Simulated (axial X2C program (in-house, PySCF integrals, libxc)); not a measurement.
## What spin–orbit coupling does to TaH

Calculated with an in-house relativistic program for diatomic molecules. Spin-free means the one-electron spin-free X2C Hamiltonian; two-component (2c) means X2C with spin–orbit coupling and atomic mean-field two-electron Coulomb and Gaunt terms, so the difference of the two also holds small scalar two-electron terms. Basis: Ta dyall-cv3z [13s14p9d7f4g], H dyall-v3z [6s2p1d] (cores contracted in-house); Gaussian nuclei, density fitting, unrestricted open shells. Masses: Ta 180.948 u, H 1.008 u.

Spin-free state: M_S = 2, Λ = 2 (beyond evenly filled blocks: σα, π+α, π-α, δ+α); fragments Ta + H.

| level | Re (Å) | ωe (cm⁻¹) | De (eV) | μ (D) |
| --- | --- | --- | --- | --- |
| PBE0 | 1.763 | 1793.3 | 2.717 | -1.90 |
| HF | 1.826 | 1687.8 | 2.177 | -1.87 |
| MP2 | 1.785 | 1766.1 | 2.303 | n/a |
| CCSD | 1.795 | 1732.7 | 2.380 | n/a |
| CCSD(T) | 1.793 | 1732.9 | 2.337 | n/a |
| B3LYP | 1.771 | 1762.3 | 2.466 | -1.84 |

Correlated methods: 6 electrons correlated (number of frozen shells: Ta 5 s, 4 p, 2 d, 1 f; H none), 248 virtual spin orbitals or spinors in MP2, 72 natural virtuals in coupled cluster.

Dipoles are positive if H is the positive end.

Two-component determinant lowest at the distance of the search:

Ω = 1 (⟨Sz⟩ = 1.98, ⟨Lz⟩ = -0.98 at HF); fragments Ta + H.

```tsv
level	Re (Å)	ωe (cm⁻¹)	De (eV)	μ (D)
PBE0	1.772	1802.5	n/a	-2.10
HF	1.820	1739.6	n/a	-2.35
MP2	1.792	1791.2	n/a	n/a
CCSD	1.806	1742.0	n/a	n/a
CCSD(T)	1.806	1736.6	2.046	n/a
B3LYP	1.776	1778.8	n/a	-2.02
```

From the two tables, how do the constants change at the CCSD(T) level (2c against spin-free)?

At the CCSD(T) level Re rises by 0.013 Å and ωe goes up by 3.7 cm⁻¹; De changes by -0.291 eV. The two determinants differ in configuration, so these shifts compare two states and are not the spin–orbit effect on one state.

The state is one determinant whose occupation by symmetry is held fixed; it was picked as the lowest of a PBE0 search that is not exhaustive. De is counted from the lowest determinant-based energies of the atoms at the same level, without counterpoise correction. De is not given where an atomic determinant may have missed its ground term or J level, or where the truncated virtual space spoils (T). Density functionals use the spin component along the axis (collinear). Coupled cluster ran in a truncated set of natural virtual spinors; the MP2 energy of the rest was added. (T) has no such correction and the atoms are truncated less, which lowers De at CCSD(T) by a hundredth of an eV or more. Other states lie close and PBE0, whose exact exchange favours high spin, may order them wrongly; the determinant shown need not be the ground state. The nearest other spin-free determinant of the search, M_S = 2, Λ = 1, lies 0.03 eV up at the distance of the search. Without a current term, density functionals place determinants with orbital angular momentum somewhat too high. With several unpaired electrons one determinant need not be a pure state. The outer-core s and p shells of the metal are frozen in the correlated rows, which leaves out core–valence correlation; for alkali and alkaline-earth bonds that tends to lengthen them. Open-shell Ω = 0 determinants with evenly filled partner blocks cannot be reached by this program, so the Ω shown need not be the lowest component. With the outer-core shells frozen, correlated bond lengths of heavy atoms tend to come out a few hundredths of an ångström too long.
